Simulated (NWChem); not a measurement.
System: CsCl; SMILES [Cl][Cs]

The following NWChem deck was run.

```
start job
memory heap 200 mb stack 700 mb global 900 mb
geometry units angstroms
  Cs     0.000000     0.000000    -0.709766
  Cl     0.000000     0.000000     2.230299
end
basis spherical
  * library def2-svpd
end
ecp
  Cs library def2-ecp
end
dft
  xc hfexch
  iterations 150
end
driver
  maxiter 120
end
task dft optimize
dft
  grid fine
  convergence energy 1d-8 density 1d-7
end
task dft freq numerical
```

Parts of the log:

```
             Northwest Computational Chemistry Package (NWChem) 7.3.0
             --------------------------------------------------------

 ORDER OF PRIMARY AXIS IS BEING SET TO 4
 C4V symmetry detected

                             Geometry "geometry" -> ""
                             -------------------------

 Output coordinates in angstroms (scale by  1.889725989 to convert to a.u.)

  No.       Tag          Charge          X              Y              Z
 ---- ---------------- ---------- -------------- -------------- --------------
    1 Cs                  55.0000     0.00000000     0.00000000    -0.69418201
    2 Cl                  17.0000     0.00000000     0.00000000     2.24588299

 Effective nuclear repulsion energy (a.u.)     168.2890438867

      Symmetry information
      --------------------

 Group name             C4v
 Group number             18
 Group order               8
 No. of unique centers     2

                                Z-matrix (autoz)
                                --------

 Units are Angstrom for bonds and degrees for angles

      Type          Name      I     J     K     L     M      Value
      ----------- --------  ----- ----- ----- ----- ----- ----------
    1 Stretch                  1     2                       2.94007

                           NWChem Geometry Optimization
                           ----------------------------

 maximum gradient threshold         (gmax) =   0.000450
 rms gradient threshold             (grms) =   0.000300
 maximum cartesian step threshold   (xmax) =   0.001800
 rms cartesian step threshold       (xrms) =   0.001200
 fixed trust radius                (trust) =   0.300000
 source of zmatrix                         =   autoz

          -------------------
          Energy Minimization
          -------------------

 Using diagonal initial Hessian
 Scaling for Hessian diagonals: bonds = 1.00  angles = 0.25  torsions = 0.10

          --------
          Step   0

                                 NWChem DFT Module
                                 -----------------

 Summary of "ao basis" -> "ao basis" (spherical)
 ------------------------------------------------------------------------------
       Tag                 Description            Shells   Functions and Types
 ---------------- ------------------------------  ------  ---------------------
 Cs                        def2-svpd                11       27   5s4p2d
 Cl                        def2-svpd                11       27   5s4p2d

      Symmetry analysis of basis
      --------------------------

        a1         22
        a2          0
        b1          4
        b2          4
        e          24

            General Information
            -------------------
          SCF calculation type: DFT
          Wavefunction type:  closed shell.
          No. of atoms     :     2
          No. of electrons :    26
           Alpha electrons :    13
            Beta electrons :    13
          Charge           :     0
          Spin multiplicity:     1
          Use of symmetry is: on ; symmetry adaption is: on
          Maximum number of iterations: 150
          AO basis - number of functions:    54
                     number of shells:    22
          Convergence on energy requested:  1.00D-06
          Convergence on density requested:  1.00D-05
          Convergence on gradient requested:  5.00D-04

              XC Information
              --------------
                     Hartree-Fock (Exact) Exchange  1.000

      Superposition of Atomic Density Guess
      -------------------------------------

 Sum of atomic energies:        -481.93726800

      Non-variational initial energy
      ------------------------------

 Total energy =    -479.055879
 1-e energy   =    -722.074278
 2-e energy   =     215.480191
 HOMO         =      -0.434564
 LUMO         =      -0.045505

      Symmetry analysis of molecular orbitals - initial
      -------------------------------------------------

 !! scf_movecs_sym_adapt:    8 vectors were symmetry contaminated

  Symmetry fudging

 !! scf_movecs_sym_adapt:    8 vectors were symmetry contaminated

  Numbering of irreducible representations:

     1 a1          2 a2          3 b1          4 b2          5 e

  Orbital symmetries:

     1 a1          2 a1          3 a1          4 e           5 e
     6 a1          7 a1          8 a1          9 e          10 e
    11 e          12 e          13 a1         14 a1         15 e
    16 e          17 a1         18 e          19 e          20 a1
    21 a1         22 b1         23 b2

 !! scf_movecs_sym_adapt:    8 vectors were symmetry contaminated

  Symmetry fudging

 !! scf_movecs_sym_adapt:    8 vectors were symmetry contaminated

   convergence    iter        energy       DeltaE   RMS-Dens  Diis-err
 ---------------- ----- ----------------- --------- --------- ---------
 d= 0,ls=0.0,diis     1   -479.2668244770 -5.07D+02  1.18D-02  2.03D-01

 !! scf_movecs_sym_adapt:    8 vectors were symmetry contaminated

  Symmetry fudging

 !! scf_movecs_sym_adapt:    6 vectors were symmetry contaminated

 d= 0,ls=0.0,diis     2   -479.3016389420 -3.48D-02  3.16D-03  3.78D-02

 !! scf_movecs_sym_adapt:    2 vectors were symmetry contaminated

  Symmetry fudging

 !! scf_movecs_sym_adapt:    2 vectors were symmetry contaminated

 d= 0,ls=0.0,diis     3   -479.3060437103 -4.40D-03  5.77D-04  2.19D-04

 !! scf_movecs_sym_adapt:    2 vectors were symmetry contaminated

  Symmetry fudging

 !! scf_movecs_sym_adapt:    2 vectors were symmetry contaminated

 d= 0,ls=0.0,diis     4   -479.3061083798 -6.47D-05  1.42D-04  7.67D-06

 !! scf_movecs_sym_adapt:    2 vectors were symmetry contaminated

  Symmetry fudging

 !! scf_movecs_sym_adapt:    2 vectors were symmetry contaminated

 d= 0,ls=0.0,diis     5   -479.3061115492 -3.17D-06  2.46D-05  2.89D-07

 !! scf_movecs_sym_adapt:    2 vectors were symmetry contaminated

  Symmetry fudging

 !! scf_movecs_sym_adapt:    2 vectors were symmetry contaminated

 d= 0,ls=0.0,diis     6   -479.3061116970 -1.48D-07  4.42D-06  1.83D-08

         Total DFT energy =     -479.306111697027
      One electron energy =     -725.822440279187
           Coulomb energy =      249.505317128845
    Exchange-Corr. energy =      -30.527195728142
 Nuclear repulsion energy =       27.538207181458

 Numeric. integr. density =        0.000000000000

                  Occupations of the irreducible representations
                  ----------------------------------------------

                     irrep           alpha         beta
                     --------     --------     --------
                     a1                7.0          7.0
                     a2                0.0          0.0
                     b1                0.0          0.0
                     b2                0.0          0.0
                     e                 6.0          6.0

                       DFT Final Molecular Orbital Analysis
                       ------------------------------------

 Vector   11  Occ=2.000000D+00  E=-3.331412D-01  Symmetry=a1
              MO Center=  3.5D-18, -2.4D-19,  2.1D+00, r^2= 1.9D+00
   Bfn.  Coefficient  Atom+Function         Bfn.  Coefficient  Atom+Function
  ----- ------------  ---------------      ----- ------------  ---------------
    41      0.621076  2 Cl pz                38      0.437407  2 Cl pz
    35      0.256990  2 Cl pz                 8      0.224275  1 Cs pz
     2      0.134163  1 Cs s                 44      0.131565  2 Cl pz
    20     -0.081623  1 Cs d  0               1     -0.059722  1 Cs s
    11      0.054006  1 Cs pz                 3      0.041121  1 Cs s

 Vector   12  Occ=2.000000D+00  E=-3.299533D-01  Symmetry=e
              MO Center= -1.8D-13, -2.7D-13,  2.2D+00, r^2= 1.4D+00
   Bfn.  Coefficient  Atom+Function         Bfn.  Coefficient  Atom+Function
  ----- ------------  ---------------      ----- ------------  ---------------
    40      0.508683  2 Cl py                37      0.363437  2 Cl py
    39      0.343395  2 Cl px                36      0.245344  2 Cl px
    34      0.212781  2 Cl py                33      0.143642  2 Cl px
    43      0.130500  2 Cl py                42      0.088096  2 Cl px
     7     -0.051398  1 Cs py                 6     -0.034697  1 Cs px

 Vector   13  Occ=2.000000D+00  E=-3.299533D-01  Symmetry=e
              MO Center=  4.8D-14, -5.7D-14,  2.2D+00, r^2= 1.4D+00
   Bfn.  Coefficient  Atom+Function         Bfn.  Coefficient  Atom+Function
  ----- ------------  ---------------      ----- ------------  ---------------
    39      0.508683  2 Cl px                36      0.363437  2 Cl px
    40     -0.343395  2 Cl py                37     -0.245344  2 Cl py
    33      0.212781  2 Cl px                34     -0.143642  2 Cl py
    42      0.130500  2 Cl px                43     -0.088096  2 Cl py
     6     -0.051398  1 Cs px                 7      0.034697  1 Cs py

 Vector   14  Occ=0.000000D+00  E=-8.436047D-03  Symmetry=a1
              MO Center= -3.4D-14,  6.8D-15, -3.1D+00, r^2= 2.1D+01
   Bfn.  Coefficient  Atom+Function         Bfn.  Coefficient  Atom+Function
  ----- ------------  ---------------      ----- ------------  ---------------
     5      1.047098  1 Cs s                 14     -0.423912  1 Cs pz
    17     -0.235519  1 Cs pz                 4     -0.226636  1 Cs s
     2     -0.133008  1 Cs s                  3     -0.094127  1 Cs s
     8      0.092325  1 Cs pz                 1      0.061990  1 Cs s
    11      0.031417  1 Cs pz                41      0.031253  2 Cl pz

 Vector   15  Occ=0.000000D+00  E= 6.088974D-03  Symmetry=e
              MO Center=  4.8D-15,  1.9D-14, -8.4D-01, r^2= 9.8D+01
   Bfn.  Coefficient  Atom+Function         Bfn.  Coefficient  Atom+Function
  ----- ------------  ---------------      ----- ------------  ---------------
    16      0.933701  1 Cs py                15      0.255254  1 Cs px
    24     -0.087415  1 Cs d -1              13      0.059126  1 Cs py
     7     -0.035440  1 Cs py

[...]

      ----------------------
      Optimization converged
      ----------------------

  Step       Energy      Delta E   Gmax     Grms     Xrms     Xmax
  ---- ---------------- -------- -------- -------- -------- --------
@    4    -479.30754740 -1.3D-07  0.00000  0.00000  0.00059  0.00102
                                     ok       ok       ok       ok

                                Z-matrix (autoz)
                                --------

 Units are Angstrom for bonds and degrees for angles

      Type          Name      I     J     K     L     M      Value     Gradient
      ----------- --------  ----- ----- ----- ----- ----- ---------- ----------
    1 Stretch                  1     2                       3.07242   -0.00000

                         Geometry "geometry" -> "geometry"
                         ---------------------------------

 Output coordinates in angstroms (scale by  1.889725989 to convert to a.u.)

  No.       Tag          Charge          X              Y              Z
 ---- ---------------- ---------- -------------- -------------- --------------
    1 Cs                  55.0000     0.00000000     0.00000000    -0.76035712
    2 Cl                  17.0000     0.00000000     0.00000000     2.31205809

 Effective nuclear repulsion energy (a.u.)     161.0396688023

      Symmetry information
      --------------------

 Group name             C4v
 Group number             18
 Group order               8
 No. of unique centers     2

                Final and change from initial internal coordinates
                --------------------------------------------------

                                Z-matrix (autoz)
                                --------

 Units are Angstrom for bonds and degrees for angles

      Type          Name      I     J     K     L     M      Value       Change
      ----------- --------  ----- ----- ----- ----- ----- ---------- ----------
    1 Stretch                  1     2                       3.07242    0.13235

 ==============================================================================
                                internuclear distances
 ------------------------------------------------------------------------------
       center one      |      center two      | atomic units |  angstroms
 ------------------------------------------------------------------------------
    2 Cl               |   1 Cs               |     5.80602  |     3.07242
 ------------------------------------------------------------------------------
                         number of included internuclear distances:          1
 ==============================================================================

[second-derivative integrals and response iterations left out]

  Vibrational analysis via the FX method

  See chapter 2 in "Molecular Vibrations" by Wilson, Decius and Cross

  Vib: Default input used

 ---------------------------- Atom information ----------------------------
     atom    #        X              Y              Z            mass
 --------------------------------------------------------------------------
    Cs       1  0.0000000D+00  0.0000000D+00 -1.4368666D+00  1.3290510D+02
    Cl       2  0.0000000D+00  0.0000000D+00  4.3691563D+00  3.4968850D+01
 --------------------------------------------------------------------------

[unprojected Hessian and modes left out]

        Vibrational analysis via the FX method
  --- with translations and rotations projected out ---
  --- via the Eckart algorithm                      ---
 Dependent rotation vector no.                    3
  found in ECKART; assuming linear geometry
 Projected Nuclear Hessian trans-rot subspace norm:1.2037D-35
                         (should be close to zero!)

[projected Hessian left out]

 Rotational Constants
 --------------------
 A=   0.000000 cm-1  (  0.000000 K)
 B=   0.064506 cm-1  (  0.092808 K)
 C=   0.064506 cm-1  (  0.092808 K)

 Temperature                      =   298.15K
 frequency scaling parameter      =   1.0000

 Linear Molecule

 Zero-Point correction to Energy  =    0.276 kcal/mol  (  0.000441 au)
 Thermal correction to Energy     =    2.115 kcal/mol  (  0.003371 au)
 Thermal correction to Enthalpy   =    2.707 kcal/mol  (  0.004314 au)

 Total Entropy                    =   61.463 cal/mol-K
   - Translational                =   41.244 cal/mol-K (mol. weight = 167.8740)
   - Rotational                   =   18.025 cal/mol-K (symmetry #  =        1)
   - Vibrational                  =    2.194 cal/mol-K

 Cv (constant volume heat capacity) =    6.814 cal/mol-K
   - Translational                  =    2.979 cal/mol-K
   - Rotational                     =    1.986 cal/mol-K
   - Vibrational                    =    1.848 cal/mol-K

[normal modes left out]

 ----------------------------------------------------------------------------
 Normal Eigenvalue ||           Projected Infra Red Intensities
  Mode   [cm**-1]  || [atomic units] [(debye/angs)**2] [(KM/mol)] [arbitrary]
 ------ ---------- || -------------- ----------------- ---------- -----------
    1        0.000 ||    0.005006           0.115         4.880       2.971
    2        0.000 ||    0.005006           0.115         4.880       2.971
    3        0.000 ||    0.019027           0.439        18.549      11.293
    4        0.000 ||    0.019027           0.439        18.549      11.293
    5        0.000 ||    0.000000           0.000         0.000       0.000
    6      193.454 ||    0.053025           1.223        51.692      31.471
 ----------------------------------------------------------------------------
```

Level: Hartree-Fock/def2-SVPD with def2 effective core potentials on Cs. def2 effective core potentials on Cs; no spin-orbit coupling.
